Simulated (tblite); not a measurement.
Compound: CH11BN2Si2.
SMILES with atom numbers: `[NH2:1][SiH2:2][NH:3][BH:4][CH2:5][SiH3:6]` (hydrogens: H7, H8 on N1; H9, H10 on Si2; H11 on N3; H12 on B4; H13, H14 on C5; H15, H16, H17 on Si6)

Computed with GFN2-xTB (tblite), gas phase: L-BFGS steps from a force-field or distance-geometry start until the largest atomic force falls under 0.01 eV/Å.

Geometry at step 146:
```
atom  x, y, z in Å
N1      3.2291    0.1411    0.5032
Si2     1.5601    0.5663    0.4620
N3      0.8252   -0.6994   -0.4777
B4     -0.4636   -1.2422   -0.4732
C5     -1.5461   -0.7395    0.5454
Si6    -2.5188    0.7489   -0.1174
H7      3.7041   -0.1705   -0.3338
H8      3.8482    0.7054    1.0604
H9      1.1607    0.5691    1.8654
H10     1.2332    1.8417   -0.1866
H11     1.4526   -1.0919   -1.1650
H12    -0.7231   -2.0771   -1.2643
H13    -2.2725   -1.5223    0.7705
H14    -1.0915   -0.4390    1.4891
H15    -3.3222    1.3259    0.9695
H16    -1.6458    1.7925   -0.6540
H17    -3.4367    0.3030   -1.1714
```

Task: What forces act on the atoms?

Result: 
```csv
atom,Fx (eV/Å),Fy (eV/Å),Fz (eV/Å)
N1,0.127,-0.071,-0.138
Si2,0.004,-0.090,0.031
N3,0.025,-0.042,-0.017
B4,-0.022,-0.006,0.004
C5,0.002,0.008,0.028
Si6,-0.061,-0.080,0.013
H7,-0.088,0.101,0.149
H8,0.005,-0.016,-0.044
H9,-0.040,-0.019,0.033
H10,-0.006,0.119,-0.041
H11,0.010,-0.009,0.015
H12,0.003,0.018,0.000
H13,0.024,0.005,0.024
H14,-0.006,-0.004,0.003
H15,-0.003,0.010,-0.002
H16,0.035,0.043,-0.017
H17,-0.009,0.033,-0.040
```

The largest, 0.20 eV/Å, acts on N1 (H7 within 3 % of it); the rms over all components is 0.051 eV/Å. The forces sum to zero within rounding, as they must for an isolated molecule in no field.

Task: Give the force on N1 in Eh/bohr and in nN.

Result: 0.201 eV/Å ÷ 51.422 = 0.00390 Eh/bohr, and 0.201 eV/Å × 1.602 = 0.32 nN.

Task: How far is this geometry from the end of the optimisation?

Result: 0.047 eV above it, and 0.447 Å rms away after alignment. The bonds farthest from their final lengths, with half the difference of the two atoms' forces along the bond (positive lengthens):

| bond | now (Å) | final (Å) | force along bond (eV/Å) |
| --- | --- | --- | --- |
| Si2–H9 | 1.459 | 1.465 | +0.01 |
| Si6–H16 | 1.463 | 1.467 | +0.08 |
| N1–Si2 | 1.723 | 1.727 | +0.06 |
| N1–H7 | 1.012 | 1.008 | -0.20 |
| Si2–H10 | 1.468 | 1.471 | +0.11 |

The angle farthest from its final value is Si2–N1–H7, 120.7° against 118.7°.

What follows is the cost of the whole relaxation. Time: 1.6 s wall. Hardware: one thread of an Arm Neoverse V1, on a shared host.
